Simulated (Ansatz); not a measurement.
H7Si4, SMILES `[SiH]1[SiH2][SiH2][SiH2]1` radical, relaxed with UKS PBE-D4/def2-SVP in the Gaussian-basis code of Ansatz from a rough embedded geometry. The force threshold is 0.03 eV/Å; the program also tests the step.

Charge 0, multiplicity 2.

Start:

```xyz
11

Si    0.240   -1.498    0.947
Si   -0.276    0.702    1.402
Si    0.603    1.138   -0.630
Si    0.008   -0.988   -1.298
H    -0.899   -2.415    1.432
H     0.476    1.272    2.542
H    -1.756    0.947    1.467
H     2.040    1.359   -0.648
H    -0.139    2.253   -1.424
H    -1.354   -1.107   -1.734
H     1.057   -1.665   -2.058
```

```tsv
step	energy (eV)	largest force (eV/Å)	largest move (Å)
1	-31596.3791	1.910	0.000
2	-31596.8485	0.466	0.197
3	-31596.8881	0.094	0.081
4	-31596.9045	0.162	0.200
5	-31596.9067	0.152	0.086
6	-31596.9087	0.077	0.047
7	-31596.9138	0.019	0.063
```

End:

```xyz
11

Si   -0.074   -1.504    0.945
Si   -0.295    0.760    1.497
Si    0.543    1.183   -0.685
Si    0.049   -1.044   -1.347
H    -0.722   -2.690    1.619
H     0.504    1.279    2.665
H    -1.722    1.224    1.660
H     2.029    1.432   -0.662
H    -0.127    2.284   -1.465
H    -1.271   -1.144   -2.072
H     1.086   -1.780   -2.155
```

Run time 6.5 s (4 threads of an AMD EPYC 9B45 on a shared host); peak host memory 0.2 GiB.
